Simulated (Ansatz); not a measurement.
Compare A (`F[SiH]1C=C[SiH2]1`) with its isomer B (`FC1=C[SiH2][SiH2]1`).

Gas-phase electronic energies from Ansatz, PBE0-D4/def2-TZVP geometries. CCSD(T)/CBS is the MP2 limit (def2-TZVPP, def2-QZVPP) plus CCSD(T) − MP2 in def2-TZVPP, frozen cores. Functionals use def2-TZVPP.

(1) Which isomer does CCSD(T)/CBS put lower? Give the gap. (An estimate is asked.)

(2) Give E(B) − E(A) in kcal/mol with CCSD(T)/def2-TZVPP, r2SCAN-D4, MP2/def2-TZVPP, CCSD/def2-TZVPP, PBE0-D4, PBE-D4, ωB97M-V. (Estimate.)

Largest T1 diagnostic: 0.014.

Answers

(1) Ansatz gave: A, by 47.0 kcal/mol.

(2) The calculation gave: CCSD(T)/def2-TZVPP 45.9, r2SCAN-D4 43.4, MP2/def2-TZVPP 48.1, CCSD/def2-TZVPP 46.7, PBE0-D4 42.7, PBE-D4 40.6, ωB97M-V 44.9. None reverses the order clearly.

From PBE to PBE0 (25 % exact exchange), in def2-TZVPP and without D4, E(B) − E(A) moves by +2.1 kcal/mol.
